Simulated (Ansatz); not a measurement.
B$_{2}$H$_{6}$Si$_{2}$ (`[SiH3]B1B[SiH2]1`), relaxed with RKS PBE-D4/def2-SVP in Ansatz 0.2.0 from a rough embedded geometry. The force threshold is 0.03 eV/Å; the program also tests the step.

Charge 0, multiplicity 1.

Start:

```xyz
10

Si   -0.320   -0.885    1.644
B     0.022    0.123    0.101
B    -0.331    1.579   -0.840
Si    0.743    0.196   -1.681
H    -0.636   -0.016    2.821
H    -1.502   -1.814    1.437
H     0.847   -1.754    1.996
H    -0.806    2.615   -0.983
H    -0.106   -0.586   -2.680
H     2.088    0.542   -1.814
```

| step | energy (eV) | largest force (eV/Å) | largest move (Å) |
| --- | --- | --- | --- |
| 1 | -17183.9726 | 2.288 | 0.000 |
| 2 | -17184.4915 | 1.402 | 0.195 |
| 3 | -17184.8574 | 1.578 | 0.196 |
| 4 | -17185.1711 | 2.925 | 0.196 |
| 5 | -17185.5455 | 0.873 | 0.195 |
| 6 | -17185.7718 | 0.611 | 0.195 |
| 7 | -17185.9367 | 0.380 | 0.195 |
| 8 | -17186.0454 | 0.387 | 0.200 |
| 9 | -17186.1520 | 0.328 | 0.200 |
| 10 | -17186.2266 | 0.236 | 0.200 |
| 11 | -17186.2408 | 0.412 | 0.195 |
| 12 | -17186.2541 | 0.288 | 0.076 |
| 13 | -17186.2563 | 0.190 | 0.090 |
| 14 | -17186.2615 | 0.112 | 0.058 |
| 15 | -17186.2631 | 0.094 | 0.065 |
| 16 | -17186.2634 | 0.186 | 0.196 |
| 17 | -17186.2686 | 0.090 | 0.043 |
| 18 | -17186.2722 | 0.034 | 0.075 |
| 19 | -17186.2762 | 0.136 | 0.195 |
| 20 | -17186.2789 | 0.106 | 0.057 |
| 21 | -17186.2817 | 0.046 | 0.050 |
| 22 | -17186.2836 | 0.055 | 0.088 |
| 23 | -17186.2844 | 0.060 | 0.079 |
| 24 | -17186.2848 | 0.042 | 0.026 |
| 25 | -17186.2850 | 0.020 | 0.025 |

End:

```xyz
10

Si   -0.541   -0.963    1.489
B    -0.379    0.529    0.185
B    -0.436    1.805   -0.631
Si    0.802    0.187   -1.327
H    -0.121   -0.505    2.862
H    -1.970   -1.434    1.572
H     0.313   -2.147    1.116
H    -0.386    2.747   -1.375
H     1.465   -1.164   -1.345
H     1.253    0.944   -2.546
```

Hardware: 2 threads of an Arm Neoverse N1 on a shared host. Wall time 67 s, peak host memory 0.13 GiB.
